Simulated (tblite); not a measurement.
Species: C5H7BOS.
Cartesian coordinates in Å at the GFN2-xTB level; atoms count from 1:
```xyz
15
C5H7BOS angstrom
C      2.5518    0.4093   -0.8221
O      2.1102   -0.9145   -0.6498
B      0.9012   -1.3039   -0.2558
C     -0.3165   -0.4103    0.1117
C     -1.5537   -0.8619    0.5000
C     -2.4884    0.1525    0.7783
C     -1.9659    1.3958    0.6043
S     -0.3310    1.3368    0.0987
H      3.5853    0.3702   -1.1716
H      2.5093    0.9634    0.1195
H      1.9407    0.9352   -1.5605
H      0.7730   -2.4700   -0.1892
H     -1.7783   -1.9108    0.5799
H     -3.5009   -0.0306    1.0922
H     -2.4413    2.3468    0.7424
```

Method: GFN2-xTB as coded in tblite; computed harmonic values from a numerical Hessian at the method's own geometry, unscaled. This tight-binding method is rough: wavenumbers can miss measured ones by several per cent, in bad cases by 10 to 20. Modes of hydrogen on boron can be 10 to 20 % off. One conformer, not necessarily the lowest.

Harmonic wavenumbers (cm⁻¹): 45.5, 139.5, 141.7, 144.5, 232.9, 351.0, 430.2, 452.0, 541.9, 617.4, 648.1, 739.3, 745.5, 759.4, 824.2, 855.9, 857.6, 935.3, 1035.1, 1076.2, 1097.7, 1122.5, 1133.6, 1151.5, 1186.5, 1311.7, 1338.9, 1415.2, 1428.2, 1471.7, 1474.9, 1528.9, 2599.2, 2949.1, 2959.2, 2986.7, 3120.4, 3130.8, 3159.6.

A = 4030, B = 1236, C = 951.4 MHz; mass 126.031 u (most abundant isotopes); point group Cs, symmetry number 1.

What is the zero-point energy?

Half the sum of the wavenumbers: 24070 cm⁻¹ = 68.82 kcal/mol.

What is S at 298.15 K and 1 bar for an ideal gas of classical rigid rotors and harmonic oscillators?

Translation 40.43, rotation 28.61, vibration 21.30: S = 90.3 cal/(mol K).

And Cp and H(298.15 K) − H(0)?

Cp = 31.87 cal/(mol K), of which vibrations give 23.92 (their classical limit is 39 R = 77.5); H(298.15 K) − H(0) = 5.80 kcal/mol without the zero-point energy, 3.43 from vibrations.

How do the functions run with temperature in this model?

| T (K) | S (cal/(mol K)) | Cp (cal/(mol K)) | H − H(0) (kcal/mol) | G − H(0) (kcal/mol) | ln q(vib) |
| --- | --- | --- | --- | --- | --- |
| 150 | 73.4 | 19.3 | 2.03 | -8.98 | 2.12 |
| 250 | 85.1 | 27.6 | 4.36 | -16.92 | 4.01 |
| 400 | 100.9 | 40.3 | 9.48 | -30.89 | 6.94 |
| 600 | 119.8 | 52.7 | 18.87 | -53.00 | 10.91 |
| 900 | 143.5 | 63.9 | 36.52 | -92.62 | 16.62 |

q(vib) and H(0) count from the zero-point level.

What must be added to the electronic energy to get the Gibbs energy at 298.15 K and 1 bar?

ZPE + [H(298.15 K) − H(0)] − T·S = 68.82 + 5.80 − 26.94 = 47.68 kcal/mol.

Blend soft modes into free rotors: weight 1/[1 + (100 cm⁻¹/ν̃)⁴] for the oscillator and the rest for a rotor with moment μB/(μ + B), μ = h/(8π²ν), B = 10⁻⁴⁴ kg m². What vibrational entropy results?

19.84 cal/(mol K) in place of 21.30, which changes −T·S at 298.15 K by +0.43 kcal/mol.

Which modes carry the vibrational entropy at 298.15 K?

45.5 cm⁻¹: 5.00; 139.5 cm⁻¹: 2.81; 141.7 cm⁻¹: 2.78; 144.5 cm⁻¹: 2.74; 232.9 cm⁻¹: 1.86; 351.0 cm⁻¹: 1.16 cal/(mol K); the other 33 give 4.94 together.

Hindered rotation and anharmonicity are outside this model. Other conformers, if any are populated, would add a mixing term that is left out.

The run took 1.4 s on Intel Xeon at 2.50 GHz, one thread, shared host with 64 logical CPUs at a one-minute load of 62. The figure is for the frequency step alone.
